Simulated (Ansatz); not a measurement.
`N[SiH2][CH2][GeH2][NH2]` + H–F → `[NH2][GeH2][F]` + `C[SiH2]N`  (ligand exchange at a Ge–C bond)

Program: Ansatz. Geometries: PBE0-D4/def2-TZVP. ΔE: electronic, gas phase. CCSD(T)/CBS adds triple-zeta CCSD(T) − MP2 to the extrapolated MP2 energy (def2 sets, frozen cores). This one scheme is used for every species. DFT in def2-TZVPP. B3LYP here is the variant with VWN-RPA as its local correlation; programs differ in this. For Ge outer-core shells are correlated without core-valence functions, which leaves a few kJ/mol of doubt a bond. Scalar relativity is left out up to krypton. Each species was taken in one conformer, which may not be the lowest.

(1) Is it downhill or uphill in electronic energy at CCSD(T)/CBS, and by how much? (An estimate is asked.)

(2) What do these levels give: r2SCAN-D4, B3LYP-D4, ωB97M-V, B2PLYP, PBE, PBE0, B3LYP, MP2/def2-TZVPP, SCS-MP2/def2-TZVPP, CCSD/def2-TZVPP, MP2/def2-QZVPP, MP2/CBS(def2)? (An estimate is asked.)

Largest T1 diagnostic among the species: 0.011.

## Answers

(1) Computed: Downhill: ΔE = -67.8 kJ/mol.

(2) The calculation gave: r2SCAN-D4 -82.2, B3LYP-D4 -80.7, ωB97M-V -79.2, B2PLYP -88.6, PBE -83.1, PBE0 -80.2, B3LYP -98.5, MP2/def2-TZVPP -65.8, SCS-MP2/def2-TZVPP -76.7, CCSD/def2-TZVPP -73.7, MP2/def2-QZVPP -66.2, MP2/CBS(def2) -64.5 kJ/mol.

The D4 term adds +17.8 kJ/mol with B3LYP and +10.1 kJ/mol with PBE0; it sums over pairs of atoms, weighted by their polarisabilities, and B3LYP, whose exchange is more repulsive, gets the larger term. In def2-TZVPP, CCSD(T) changes the Hartree–Fock value by +41.1 kJ/mol (the triples alone add +4.6 kJ/mol) and MP2 by +44.3 kJ/mol.
